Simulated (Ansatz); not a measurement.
CH9GeNSi can be A, `NC[SiH2][GeH3]`, or B, `[NH2][GeH2][CH2][SiH3]`.

Isolated molecules relaxed with PBE0-D4/def2-TZVP in Ansatz; ΔE leaves out vibrations. CCSD(T)/CBS adds triple-zeta CCSD(T) − MP2 to the extrapolated MP2 energy (def2 sets, frozen cores). DFT in def2-TZVPP. B3LYP here is the variant with VWN-RPA as its local correlation; programs differ in this. For Ge outer-core shells are correlated without core-valence functions, which leaves a few kJ/mol of doubt a bond. Scalar relativity is left out up to krypton. One conformer a species, not always the lowest.

A:

Z-matrix (Å, degrees):
```
C
Si 1 1.889
N 1 1.457 2 110.7
H 1 1.095 2 106.5 3 118.0
H 1 1.102 2 109.1 3 -127.7
Ge 2 2.382 1 110.6 3 58.3
H 2 1.490 1 109.4 3 177.7
H 2 1.487 1 110.5 3 -62.7
H 3 1.012 1 111.3 2 177.5
H 3 1.012 1 111.3 2 -63.2
H 6 1.538 2 111.7 1 -173.9
H 6 1.541 2 111.3 1 -53.6
H 6 1.540 2 110.8 1 65.7
```

B:

```xyz
13

N    -1.783    0.036   -0.747
Ge   -0.578    1.270   -0.093
C     0.816    0.259    0.828
Si    1.229   -1.358   -0.023
H    -2.335   -0.431   -0.040
H    -2.411    0.400   -1.450
H    -0.013    1.995   -1.327
H    -1.208    2.313    0.865
H     0.500    0.062    1.856
H     1.711    0.884    0.884
H     1.445   -1.148   -1.478
H     2.481   -1.929    0.551
H     0.145   -2.354    0.172
```

Which is lower in electronic energy at CCSD(T)/CBS, and by how much? (Estimate.)

Ansatz gave: B, by 18.0 kcal/mol.

Give E(B) − E(A) in kcal/mol with B2PLYP, ωB97M-V, MP2/def2-TZVPP, PBE-D4, HF/def2-TZVPP, B3LYP, CCSD/def2-TZVPP. (Best estimate.)

Ansatz gave: B2PLYP -17.5, ωB97M-V -17.2, MP2/def2-TZVPP -21.0, PBE-D4 -12.9, HF/def2-TZVPP -19.0, B3LYP -15.1, CCSD/def2-TZVPP -18.5. None reverses the order clearly.

Largest T1 diagnostic: 0.011.

From PBE to PBE0 (25 % exact exchange), in def2-TZVPP and without D4, E(B) − E(A) moves by −1.4 kcal/mol.
